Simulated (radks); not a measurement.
The numbers below are computed, except where a source is named.
Exchange energies: the exact (Fock) value of the Kohn-Sham orbitals and density-functional approximations, as 100 (|E| - |E exact|)/|E exact|, negative where the magnitude is too small. Species: C4+ [He]; Hg [Hg]. Level of theory: non-relativistic Kohn-Sham, LDA (Slater exchange, Perdew-Wang correlation), spin-polarised, spherical densities, point nucleus (a radial shooting solver on a logarithmic mesh with Libxc functionals). Every spin shell is full or empty, so the densities are truly spherical. Functionals are evaluated on that one density, not self-consistently.

exact (hartree): C4+ -3.49517; Hg -344.957
LDA: C4+ -14.09; Hg -3.76
B88: C4+ -0.59; Hg +0.10
PBEsol: C4+ -6.10; Hg -1.76
revPBE: C4+ -0.32; Hg -0.22
PW91: C4+ -1.49; Hg +0.08
PW86: C4+ 0.00; Hg -0.36
OPTX: C4+ -0.40; Hg +1.93
G96: C4+ -0.17; Hg +0.50
EV93: C4+ +4.08; Hg -0.48
APBE: C4+ -0.23; Hg +0.28
TPSS: C4+ +0.14; Hg -0.40
SCAN: C4+ +0.15; Hg +0.08
MS2: C4+ +0.21; Hg -0.64
TASK: C4+ +0.15; Hg -1.80
